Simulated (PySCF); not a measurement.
C₃H₈BNO.
SMILES with atom numbers: `[CH2:1]=[C:2]1[CH2:3][NH2+:4][BH2-:5][O:6]1` (hydrogens: H7, H8 on C1; H9, H10 on C3; H11, H12 on N4; H13, H14 on B5)
Bond orders are those of one Lewis drawing.

Method: PBE0-D3(BJ)/def2-SVP geometry optimisation, gas phase in PySCF 2.14.0; density fitting, grid level 1; the optimiser is geomeTRIC in internal coordinates, started from a GFN2-xTB structure with every atom displaced at random (about 0.01 Å).

Geometry at step 1:
```
atom  x, y, z in Å
C1      1.8235    1.3135    0.3945
C2      0.6604    0.6859    0.2056
C3      0.5120   -0.8056    0.1269
N4     -0.7818   -0.9683   -0.5938
B5     -1.6572    0.2812   -0.0421
O6     -0.5374    1.2488    0.0563
H7      2.6798    0.6532    0.6028
H8      1.8964    2.3946    0.5146
H9      1.3284   -1.3493   -0.3600
H10     0.3535   -1.2359    1.1281
H11    -0.9876   -1.9590   -0.5910
H12    -0.6186   -0.8237   -1.5933
H13    -2.4779    0.5810   -0.8995
H14    -2.1461   -0.0248    1.0415
```

**Question.** Give the atomic forces at this geometry.

**Answer.** 
```
atom  Fx (eV/Å)  Fy (eV/Å)  Fz (eV/Å)
  C1      0.435     -0.447      0.400
  C2     -0.538      0.291     -0.037
  C3     -0.435     -0.188      0.080
  N4      1.379     -0.518     -0.653
  B5     -0.264      0.252      0.073
  O6     -0.039      0.005     -0.099
  H7      0.017      0.494     -0.260
  H8      0.016     -0.049     -0.031
  H9      0.155      0.069     -0.093
 H10      0.033      0.013      0.064
 H11     -0.992     -0.276      0.581
 H12      0.067      0.467     -0.056
 H13      0.078      0.003      0.075
 H14      0.090     -0.116     -0.043
```

The largest, 1.61 eV/Å, acts on N4; the rms over all components is 0.375 eV/Å. The forces sum to zero within rounding, as they must for an isolated molecule in no field.

**Question.** Give the force on N4 in Eh/bohr and in nN.

**Answer.** 1.611 eV/Å ÷ 51.422 = 0.03133 Eh/bohr, and 1.611 eV/Å × 1.602 = 2.58 nN.

**Question.** How far is this geometry from the end of the optimisation?

**Answer.** 0.218 eV above it, and 0.094 Å rms away after alignment. The bonds farthest from their final lengths, with half the difference of the two atoms' forces along the bond (positive lengthens):

| bond | now (Å) | final (Å) | force along bond (eV/Å) |
| --- | --- | --- | --- |
| N4–B5 | 1.622 | 1.648 | +0.86 |
| C3–N4 | 1.490 | 1.475 | -0.59 |
| C2–C3 | 1.501 | 1.516 | +0.23 |
| B5–O6 | 1.483 | 1.470 | 0.00 |
| C1–H7 | 1.101 | 1.090 | -0.51 |
| N4–H11 | 1.012 | 1.019 | +0.12 |

The angle farthest from its final value is B5–N4–H11, 130.0° against 112.7°.

Of the 5 listed bonds off by 0.010 Å or more, this force points towards the final length in 4.

The cost below is that of the whole optimisation. Time: 87 s of wall time; peak memory 0.50 GiB. Hardware: an Arm Neoverse N1 with one thread, no GPU, shared host with 64 logical CPUs at a one-minute load of 63.
